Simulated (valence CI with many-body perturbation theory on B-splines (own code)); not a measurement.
# Energy levels of Tl76+

Method: configuration interaction combined with many-body perturbation theory (CI+MBPT): three valence electrons over a frozen Dirac-Fock core [He], radial functions for each j: 11 s, 11 p, 10 d, 8 f, 5 g, 2 h, with the one-electron correlation potential Σ1, the two-electron term Σ2, the three-electron term Σ3, Breit, model QED; selected CI, second order for the rest, scaled by the run's own slope (own B-spline code, finite nucleus).

The last digits are not significant, and no measured levels were compared; by estimate large intervals hold to a few tenths of a per cent, small ones and those within an open d or f shell to about a per cent.

Levels 136 to 165 of 165, with energies above the lowest level, (2s^2 2p1/2) J=1/2. "Leading %" is the weight of the configuration and term that name the level; weights of strongly mixed levels are sums over their largest components and can fall short. In the jj column 3d3/2^4 stands for four electrons in 3d with j = 3/2. Lifetimes count E1, E2, E3, M1 and M2 decay at the calculated energies, and are blank where another channel may lead or the interval is too uncertain; long ones can be off by a factor of two.

| No. | Configuration | Term | J | E (× 10³ cm⁻¹) | Leading % | Leading jj | Lifetime | g |
| --- | --- | --- | --- | --- | --- | --- | --- | --- |
| 136 | 2s2p4d | ²P° | 3/2 | 148230 | 39 | 2s 2p1/2 4d5/2 (100 %) | 992 as | 1.140 |
| 137 | 2s2p4f | ⁴G | 7/2 | 148270 | 31 | 2s 2p1/2 4f7/2 (93 %) | 1.99 fs | 1.126 |
| 138 | 2p²3p | ²P° | 1/2 | 148280 | 75 | 2p3/2^2 3p1/2 (100 %) | 913 as | 0.639 |
| 139 | 2s2p4f | ²G | 7/2 | 148290 | 47 | 2s 2p1/2 4f5/2 (93 %) | 1.94 fs | 0.987 |
| 140 | 2s2p4f | ⁴G | 5/2 | 148290 | 31 | 2s 2p1/2 4f5/2 (100 %) | 1.92 fs | 0.905 |
| 141 | 2s2p4f | ⁴F | 3/2 | 148300 | 46 | 2s 2p1/2 4f5/2 (100 %) | 1.91 fs | 0.671 |
| 142 | 2s2p4f | ²G | 9/2 | 148560 | 42 | 2s 2p1/2 4f7/2 (100 %) | 1.99 fs | 1.167 |
| 143 | 2s2p4f | ⁴D | 7/2 | 148570 | 30 | 2s 2p1/2 4f7/2 (100 %) | 1.99 fs | 1.135 |
| 144 | 2s2p4f | ²D | 5/2 | 148580 | 41 | 2s 2p1/2 4f7/2 (100 %) | 1.99 fs | 1.087 |
| 145 | 2p²4p | ²P° | 3/2 | 150080 | 36 | 2p1/2^2 4p3/2 (98 %) | 2.51 fs | 1.324 |
| 146 | 2p²4d | ²D | 3/2 | 150240 | 43 | 2p1/2^2 4d3/2 (98 %) | 2.69 fs | 0.788 |
| 147 | 2p²4d | ²D | 5/2 | 150860 | 37 | 2p1/2^2 4d5/2 (98 %) | 982 as | 1.191 |
| 148 | 2p²4f | ²F° | 5/2 | 150920 | 42 | 2p1/2^2 4f5/2 (98 %) | 1.96 fs | 0.846 |
| 149 | 2p²4f | ²F° | 7/2 | 151200 | 38 | 2p1/2^2 4f7/2 (98 %) | 2.01 fs | 1.133 |
| 150 | 2p²3p | ⁴D° | 7/2 | 152750 | 66 | 2p3/2^2 3p3/2 (100 %) | 1.46 fs | 1.297 |
| 151 | 2p²3p | ²D° | 5/2 | 152760 | 52 | 2p3/2^2 3p3/2 (100 %) | 1.42 fs | 1.295 |
| 152 | 2p²3p | ²P° | 1/2 | 152770 | 53 | 2p3/2^2 3p3/2 (100 %) | 1.38 fs | 1.249 |
| 153 | 2p²3p | ²P° | 3/2 | 153240 | 61 | 2p3/2^2 3p3/2 (100 %) | 1.44 fs | 1.293 |
| 154 | 2p²3d | ²D | 3/2 | 153440 | 29 | 2p3/2^2 3d3/2 (100 %) | 419 as | 1.164 |
| 155 | 2p²3d | ²F | 7/2 | 153440 | 39 | 2p3/2^2 3d3/2 (100 %) | 431 as | 1.071 |
| 156 | 2p²3d | ⁴D | 5/2 | 153450 | 29 | 2p3/2^2 3d3/2 (99 %) | 404 as | 1.122 |
| 157 | 2p²3d | ⁴P | 1/2 | 153490 | 50 | 2p3/2^2 3d3/2 (99 %) | 341 as | 1.689 |
| 158 | 2p²3p | ²P° | 3/2 | 153510 | 62 | 2p3/2^2 3p3/2 (100 %) | 1.41 fs | 1.308 |
| 159 | 2p²3d | ²D | 3/2 | 154080 | 70 | 2p3/2^2 3d3/2 (99 %) | 427 as | 0.803 |
| 160 | 2p²3d | ²F | 7/2 | 154630 | 51 | 2p3/2^2 3d5/2 (100 %) | 16.4 fs | 1.222 |
| 161 | 2p²3d | ⁴F | 9/2 | 154630 | 65 | 2p3/2^2 3d5/2 (100 %) | 16.8 fs | 1.227 |
| 162 | 2p²3d | ²P | 1/2 | 154780 | 62 | 2p3/2^2 3d5/2 (99 %) | 732 as | 1.144 |
| 163 | 2p²3d | ²D | 5/2 | 155010 | 58 | 2p3/2^2 3d5/2 (99 %) | 346 as | 1.195 |
| 164 | 2p²3d | ²P | 3/2 | 155020 | 44 | 2p3/2^2 3d5/2 (99 %) | 290 as | 1.191 |
| 165 | 2p²3d | ²D | 5/2 | 155390 | 67 | 2p3/2^2 3d5/2 (100 %) | 544 as | 1.180 |

Where two levels of one J and parity lie close, their mixing, g and order are uncertain.
